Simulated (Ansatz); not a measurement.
Z-matrix (Å, degrees):
```
Si
N 1 1.712
Si 1 2.224 2 50.5
Br 1 2.225 2 117.4 3 112.5
H 1 1.480 2 118.0 3 -119.6
H 2 1.006 1 140.5 3 -176.4
H 3 1.485 1 122.9 2 99.3
H 3 1.486 1 125.9 2 -96.4
```

The species carries charge 0 and has multiplicity 1.

**Question.** List the r2SCAN/def2-TZVPP orbital energies in eV (the Gaussian-basis code of Ansatz). (Best estimate.)

**Answer.** Computed: Occupied: -13121.84, -1792.15, -1791.50, -1695.06, -1525.82, -1525.77, -1525.76, -385.25, -234.72, -174.93, -174.76, -174.74, -142.47, -141.90, -97.38, -97.34, -97.29, -96.80, -96.75, -96.72, -68.77, -68.73, -68.72, -68.58, -68.58, -22.46, -20.05, -15.00, -12.92, -11.56, -9.96, -9.15, -8.97, -8.02, -7.54, -6.96, -6.42. Lowest empty: -1.43, -0.57, -0.26, 0.67, 1.34, 1.77, 2.17, 3.17.
